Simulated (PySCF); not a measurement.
Dipole response of Cu (copper, neutral)

[Ar] 3d10 4s1, 2S determinant. Calculation: PySCF 2.14, in aug-cc-pVTZ-PP with one added diffuse shell each of s, p, d, f, g type with ECP10MDF (7s7p6d4f3g, 113 functions); scalar relativity through the core potential. Coupled (time-dependent) response in atomic units; α is the mean over directions.

| method | mean α (bohr³) | C₆ (like pair) | S(−4) |
| --- | --- | --- | --- |
| LC-wPBE | 49.86 | 331.0 | 2127 |

S(−4) is the Cauchy moment in α(ω) = α(0) + S(−4) ω² + …

Reference α: 46.5 ± 0.5 bohr³ (recommended; Schwerdtfeger and Nagle, table of static dipole polarizabilities (2023 update)). Published C₆: 253.0 (Chu and Dalgarno (2004); Tang, Norbeck and Certain (1976)).

α(iu) at LC-wPBE:

```csv
u (hartree),α(iu) (bohr³)
0,49.86
0.0500,45.14
0.100,35.69
0.200,20.98
0.300,13.63
0.500,7.563
0.750,4.712
1.00,3.355
1.50,2.057
2.00,1.437
3.00,0.8473
5.00,0.4141
```

A single London oscillator, α(iu) = α/(1 + u²/ω²), gives C₆ = (3/4) ω α². Matching the computed C₆ needs ω = 4 × 331.0 / (3 × 49.86²) = 0.178 hartree.

Energies and moments cover only the electrons outside the core potential.
